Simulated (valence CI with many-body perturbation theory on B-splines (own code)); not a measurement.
## E1 line list for W⁵⁸⁺

Calculated by relativistic CI+MBPT: six valence electrons over a frozen Dirac-Fock core [Ne], radial functions for each j: 9 s, 9 p, 8 d, 6 f, 3 g, 1 h, with the one-electron correlation potential Σ1 (screened to all orders), the two-electron term Σ2, the three-electron term Σ3, Breit, model QED; selected single and double excitations, second order for the rest, scaled by the run's own slope (own B-spline code, finite nucleus).

The last digits are not significant, and no measured levels were compared; by estimate large intervals hold to a few tenths of a per cent, small ones and those within an open d or f shell to about a per cent. Among the levels kept, up to 960 cm⁻¹ of a level comes from second order outside the variational space, and about a tenth of that is noise between levels of different J, which matters for small intervals.

Lines 101 to 115 of 115 in falling wavelength, among levels below 695.13 eV, chosen from the strongest by gf and those to the six lowest levels. Wavelengths and rates use the calculated energies. Electric multipoles are in the length gauge with retardation, E1 and E2 with the static RPA response of the core. Weak lines are less certain than strong ones. Lines between different terms over intervals too small for the method are left out, as are lines whose strength nearly cancels. The highest levels of a list are the least certain.

Levels are named by their leading jj configuration (3d3/2^4 stands for four electrons in 3d with j = 3/2), which in mixed levels can hold well under half, so a name can repeat and another be missing. Letters in brackets count levels of one name in rising energy.

| λ vac (Å) | Upper | Lower | A (s⁻¹) | S (a.u.) with core polarisation | S without |
| --- | --- | --- | --- | --- | --- |
| 21.67 | (3s^2 3p1/2 3p3/2^2 3d3/2) J=2 [a] | (3s^2 3p1/2^2 3p3/2^2) J=2 | 6.01e+09 | 1.51e-04 | 1.53e-04 |
| 21.57 | (3s^2 3p1/2 3p3/2^2 3d3/2) J=1 [a] | (3s^2 3p1/2^2 3p3/2^2) J=2 | 2.09e+11 | 3.10e-03 | 3.15e-03 |
| 21.37 | (3s^2 3p1/2 3p3/2^2 3d3/2) J=3 [a] | (3s^2 3p1/2^2 3p3/2^2) J=2 | 4.52e+10 | 1.52e-03 | 1.55e-03 |
| 20.61 | (3s^2 3p1/2 3p3/2^2 3d3/2) J=2 [b] | (3s^2 3p1/2^2 3p3/2^2) J=2 | 2.57e+11 | 5.56e-03 | 5.64e-03 |
| 20.38 | (3s^2 3p1/2 3p3/2^2 3d3/2) J=1 [b] | (3s^2 3p1/2^2 3p3/2^2) J=0 | 5.66e+09 | 7.10e-05 | 7.20e-05 |
| 20.14 | (3s^2 3p1/2 3p3/2^2 3d3/2) J=3 [b] | (3s^2 3p1/2^2 3p3/2^2) J=2 | 2.91e+12 | 8.22e-02 | 8.34e-02 |
| 19.95 | (3s^2 3p1/2 3p3/2^2 3d3/2) J=1 [c] | (3s^2 3p1/2^2 3p3/2^2) J=0 | 4.02e+12 | 4.73e-02 | 4.80e-02 |
| 19.91 | (3s^2 3p1/2 3p3/2^2 3d3/2) J=2 [c] | (3s^2 3p1/2^2 3p3/2^2) J=2 | 4.13e+12 | 8.04e-02 | 8.16e-02 |
| 19.74 | (3s^2 3p1/2 3p3/2^2 3d3/2) J=1 [b] | (3s^2 3p1/2^2 3p3/2^2) J=2 | 4.76e+12 | 5.41e-02 | 5.49e-02 |
| 19.34 | (3s^2 3p1/2 3p3/2^2 3d3/2) J=1 [c] | (3s^2 3p1/2^2 3p3/2^2) J=2 | 9.91e+11 | 1.06e-02 | 1.08e-02 |
| 19.12 | (3s^2 3p1/2 3p3/2^2 3d5/2) J=1 | (3s^2 3p1/2^2 3p3/2^2) J=0 | 2.21e+10 | 2.28e-04 | 2.32e-04 |
| 19.01 | (3s^2 3p1/2 3p3/2^2 3d5/2) J=3 [a] | (3s^2 3p1/2^2 3p3/2^2) J=2 | 1.36e+10 | 3.22e-04 | 3.27e-04 |
| 18.55 | (3s^2 3p1/2 3p3/2^2 3d5/2) J=1 | (3s^2 3p1/2^2 3p3/2^2) J=2 | 3.15e+09 | 2.98e-05 | 3.02e-05 |
| 18.05 | (3s^2 3p1/2 3p3/2^2 3d5/2) J=2 | (3s^2 3p1/2^2 3p3/2^2) J=2 | 6.34e+08 | 9.21e-06 | 9.36e-06 |
| 17.87 | (3s^2 3p1/2 3p3/2^2 3d5/2) J=3 [b] | (3s^2 3p1/2^2 3p3/2^2) J=2 | 2.95e+07 | 5.83e-07 | 5.87e-07 |
